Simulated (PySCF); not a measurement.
## Computed properties of CH₉ClN₂Si₂, SMILES C[Si@@](N)(Cl)[SiH2]N

CH₉ClN₂Si₂, SMILES C[Si@@](N)(Cl)[SiH2]N. Geometry: r2SCAN-D4/def2-SVP. The structure was generated by enumeration; whether it is a known compound was not checked. The values are those of a single conformer. All values are computed for the isolated molecule unless a solvent is named; none is compared with measurement here.

**Structure.** All 39 harmonic modes at r2SCAN-D4/def2-SVP (PySCF) are real, so it is a minimum. With heavy atoms numbered as in [CH3:1][Si@@:2]([NH2:3])([Cl:4])[SiH2:5][NH2:6], the shortest bond between them is Si2–N3 at 1.732 Å and the longest Si2–Si5 at 2.347 Å.

**Vibrations.** The strongest infrared lines (harmonic, unscaled, degenerate partners summed) lie at 520 cm⁻¹ (187 km/mol, Si 43 %, H 29 %, Cl 16 %, N 11 %), 450 cm⁻¹ (185 km/mol, H 58 %, N 18 %, Si 14 %), 843 cm⁻¹ (156 km/mol, H 83 %, Si 10 %). The softest mode is at 51 cm⁻¹ and the zero-point energy is 67.9 kcal/mol.

**Electronic structure.** CAM-B3LYP/def2-TZVP (PySCF) places the frontier levels at -8.21 and 0.83 eV, a gap of 9.04 eV, and gives a dipole moment of 2.99 D and a mean polarisability of 91.8 bohr³. PBE/def2-TZVP (PySCF) at the same geometry gives -5.62 and -0.94 eV, so its gap is 4.36 eV narrower. An orbital gap is neither the optical nor the fundamental gap.

**Excitations.** TDA-B3LYP/def2-SVPD (PySCF) has S1 at 5.41 eV (229 nm, f = 0.030, weak); the most intense of the 6 singlets computed lies at 6.25 eV (f = 0.06). T1 (TDA) is at 4.94 eV, 0.47 eV under S1. TDA-PBE/def2-SVPD (PySCF) puts S1 at 4.94 eV. No vertical singlet excitation falls in the visible range (under 3.1 eV).

**NMR.** GIAO shifts at KT2/pcSseg-1 (PySCF) (non-relativistic, atoms alike by connectivity averaged): ¹³C at 4.5 ppm against TMS; ¹H from -0.1 to 5.1 ppm against TMS; ²⁹Si from -48.2 to 12.0 ppm against TMS. Without spin–orbit terms, shifts of atoms bonded to Cl or Br come out too high.
